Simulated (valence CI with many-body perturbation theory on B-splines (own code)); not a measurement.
## E1 line list for Pm⁴⁷⁺

Computed by valence CI with perturbative core correlation (CI+MBPT): four valence electrons over a frozen Dirac-Fock core [Ne], a basis of 11 s, 11 p, 10 d, 8 f, 5 g, 2 h functions for each j, with the one-electron correlation potential Σ1, the two-electron term Σ2, the three-electron term Σ3, Breit, model QED; selected CI, second order for the rest, scaled by the run's own slope (own B-spline code, finite nucleus).

The last digits are not significant, and no measured levels were compared; by estimate large intervals hold to a few tenths of a per cent, small ones and those within an open d or f shell to about a per cent. Among the levels kept, up to 550 cm⁻¹ of a level comes from second order outside the variational space, and about a tenth of that is noise between levels of different J, which matters for small intervals.

Lines 201 to 250 of 556 in falling wavelength, among levels below 931.58 eV, chosen from the strongest by gf and those to the six lowest levels. Wavelengths and rates use the calculated energies. Electric multipoles are in the length gauge, E1 and E2 with the static RPA response of the core. Weak lines are less certain than strong ones. Lines between different terms over intervals too small for the method are left out, as are lines whose strength nearly cancels. The highest levels of a list are the least certain.

Levels are named by their leading jj configuration (3d3/2^4 stands for four electrons in 3d with j = 3/2), which in mixed levels can hold well under half, so a name can repeat and another be missing. Letters in brackets count levels of one name in rising energy.

```tsv
λ vac (nm)	Upper	Lower	A (s⁻¹)	log gf	Branch %
4.965	(3p1/2 3p3/2^2 3d5/2) J=4 [b]	(3s 3p1/2 3p3/2 3d5/2) J=3 [d]	1.37e+11	-0.34	20.3
4.950	(3s 3p1/2 3p3/2^2) J=2 [a]	(3s^2 3p1/2 3p3/2) J=2	8.86e+09	-1.79	4.1
4.935	(3s 3p1/2 3p3/2 3d5/2) J=2 [a]	(3s^2 3p1/2 3d5/2) J=2	9.59e+10	-0.76	47.1
4.896	(3s 3p3/2^2 3d3/2) J=3 [a]	(3s^2 3p3/2 3d3/2) J=2	1.34e+11	-0.47	17.6
4.884	(3s 3p3/2^2 3d3/2) J=2 [a]	(3s^2 3p3/2 3d3/2) J=1	1.38e+11	-0.61	14.1
4.883	(3s 3p3/2^2 3d3/2) J=1 [a]	(3s^2 3p3/2 3d3/2) J=0	1.49e+11	-0.80	15.6
4.871	(3s 3p3/2^2 3d5/2) J=0 [b]	(3s^2 3p3/2 3d5/2) J=1	4.51e+11	-0.79	54.8
4.871	(3s 3p3/2^2 3d5/2) J=5	(3s^2 3p3/2 3d5/2) J=4	1.28e+11	-0.30	100.0
4.868	(3s 3p3/2^2 3d3/2) J=2 [a]	(3s^2 3p3/2 3d3/2) J=2	5.74e+10	-0.99	5.9
4.859	(3s 3p3/2^2 3d3/2) J=1 [a]	(3s^2 3p3/2 3d3/2) J=1	1.24e+11	-0.88	12.9
4.825	(3p1/2 3p3/2^2 3d5/2) J=4 [a]	(3s 3p1/2 3p3/2 3d5/2) J=3 [c]	2.80e+11	-0.06	47.0
4.806	(3s 3p1/2 3p3/2^2) J=2 [a]	(3s^2 3p1/2 3p3/2) J=1	2.09e+11	-0.44	95.6
4.804	(3p1/2 3p3/2^2 3d5/2) J=1 [a]	(3s 3p1/2 3p3/2 3d5/2) J=2 [c]	1.71e+11	-0.75	21.9
4.801	(3s 3p1/2 3p3/2 3d5/2) J=3 [a]	(3s^2 3p1/2 3d5/2) J=3	3.02e+10	-1.14	15.0
4.769	(3p1/2 3p3/2^2 3d5/2) J=5	(3s 3p1/2 3p3/2 3d5/2) J=4 [c]	2.45e+11	-0.04	64.1
4.756	(3p1/2 3p3/2^2 3d3/2) J=2 [c]	(3s 3p1/2 3p3/2 3d3/2) J=1 [e]	8.85e+10	-0.82	9.2
4.756	(3p1/2 3p3/2^2 3d3/2) J=1 [a]	(3s 3p1/2 3p3/2 3d3/2) J=1 [c]	1.96e+11	-0.70	22.0
4.743	(3p1/2 3p3/2^2 3d5/2) J=3 [a]	(3s 3p1/2 3p3/2 3d5/2) J=3 [c]	9.26e+10	-0.66	11.9
4.734	(3s 3p1/2 3p3/2^2) J=3	(3s^2 3p1/2 3p3/2) J=2	1.05e+11	-0.61	93.2
4.733	(3p1/2 3p3/2^2 3d3/2) J=3 [b]	(3s 3p1/2 3p3/2 3d5/2) J=2 [b]	1.16e+11	-0.56	10.0
4.716	(3p1/2 3p3/2^2 3d5/2) J=4 [b]	(3s 3p1/2 3p3/2 3d5/2) J=4 [c]	9.43e+10	-0.55	14.0
4.708	(3s 3p3/2 3d3/2^2) J=0 [a]	(3s 3p1/2 3p3/2 3d5/2) J=1 [a]	2.21e+11	-1.13	28.9
4.704	(3p1/2 3p3/2^2 3d5/2) J=3 [b]	(3s 3p1/2 3p3/2 3d5/2) J=2 [d]	6.03e+10	-0.85	9.1
4.700	(3p1/2 3p3/2^2 3d3/2) J=3 [a]	(3s 3p1/2 3p3/2 3d3/2) J=3 [c]	6.99e+10	-0.79	9.3
4.695	(3p1/2 3p3/2^2 3d3/2) J=1 [b]	(3s 3p1/2 3p3/2 3d3/2) J=0 [b]	8.08e+10	-1.10	6.9
4.692	(3s 3p3/2^2 3d3/2) J=4	(3s^2 3p3/2 3d3/2) J=3	3.82e+11	0.05	46.9
4.680	(3s 3p1/2 3p3/2 3d3/2) J=2 [a]	(3s 3p1/2^2 3p3/2) J=1	1.15e+11	-0.72	62.5
4.674	(3p1/2 3p3/2^2 3d3/2) J=3 [b]	(3s 3p1/2 3p3/2 3d5/2) J=3 [b]	4.97e+10	-0.94	4.3
4.670	(3s 3p3/2^2 3d5/2) J=4 [a]	(3s^2 3p3/2 3d5/2) J=4	2.39e+11	-0.15	54.2
4.667	(3p1/2 3p3/2^2 3d5/2) J=2 [a]	(3s 3p1/2 3p3/2 3d5/2) J=1 [b]	1.85e+11	-0.52	31.8
4.655	(3s 3p3/2 3d3/2^2) J=1 [b]	(3s^2 3d3/2^2) J=2	1.45e+11	-0.85	10.9
4.649	(3p1/2 3p3/2^2 3d5/2) J=4 [a]	(3s 3p1/2 3p3/2 3d5/2) J=4 [b]	3.97e+10	-0.94	6.7
4.644	(3p1/2 3p3/2^2 3d3/2) J=3 [b]	(3s 3p1/2 3p3/2 3d3/2) J=2 [e]	2.90e+11	-0.18	24.9
4.640	(3s 3p1/2 3p3/2 3d5/2) J=3 [b]	(3s^2 3p1/2 3d5/2) J=3	7.16e+10	-0.79	21.2
4.630	(3p1/2 3p3/2^2 3d5/2) J=4 [a]	(3s 3p1/2 3p3/2 3d5/2) J=3 [b]	7.44e+10	-0.67	12.5
4.629	(3p1/2 3p3/2^2 3d3/2) J=0	(3s 3p1/2 3p3/2 3d3/2) J=1 [c]	4.53e+11	-0.84	47.2
4.621	(3s 3p1/2 3p3/2 3d5/2) J=4 [b]	(3s^2 3p1/2 3d5/2) J=3	3.25e+10	-1.03	27.5
4.612	(3p1/2 3p3/2^2 3d3/2) J=4	(3s 3p1/2 3p3/2 3d3/2) J=3 [c]	3.53e+11	0.01	53.1
4.612	(3p1/2 3p3/2^2 3d3/2) J=3 [a]	(3s 3p1/2 3p3/2 3d3/2) J=2 [d]	3.79e+10	-1.07	5.1
4.611	(3p1/2 3p3/2^2 3d3/2) J=2 [a]	(3s 3p1/2 3p3/2 3d3/2) J=2 [c]	2.32e+11	-0.43	35.1
4.611	(3s 3p3/2^2 3d5/2) J=2 [a]	(3s^2 3p3/2 3d5/2) J=1	1.74e+11	-0.56	27.7
4.602	(3s 3p3/2^2 3d5/2) J=4 [b]	(3s^2 3p3/2 3d5/2) J=3	2.79e+11	-0.10	30.8
4.596	(3p1/2 3p3/2^2 3d5/2) J=3 [b]	(3s 3p1/2 3p3/2 3d5/2) J=2 [c]	7.38e+10	-0.79	11.1
4.583	(3s 3p1/2 3p3/2 3d5/2) J=2 [b]	(3s^2 3p1/2 3d5/2) J=3	7.77e+10	-0.91	13.9
4.579	(3s 3p3/2^2 3d3/2) J=3 [b]	(3s^2 3p3/2 3d5/2) J=2	8.13e+10	-0.75	7.7
4.575	(3p1/2 3p3/2^2 3d5/2) J=1 [b]	(3s 3p1/2 3p3/2 3d5/2) J=2 [d]	2.47e+11	-0.63	23.4
4.562	(3p1/2^2 3p3/2 3d5/2) J=2	(3s 3p1/2^2 3d5/2) J=2	1.41e+11	-0.66	44.4
4.560	(3s 3p1/2 3p3/2 3d3/2) J=0 [a]	(3s 3p1/2^2 3p3/2) J=1	3.67e+10	-1.94	88.4
4.555	(3p1/2 3p3/2^2 3d5/2) J=3 [a]	(3s 3p1/2 3p3/2 3d5/2) J=3 [b]	1.28e+11	-0.55	16.5
4.552	(3p1/2 3p3/2^3) J=1	(3s 3p1/2 3p3/2^2) J=1 [b]	5.03e+11	-0.33	42.0
```
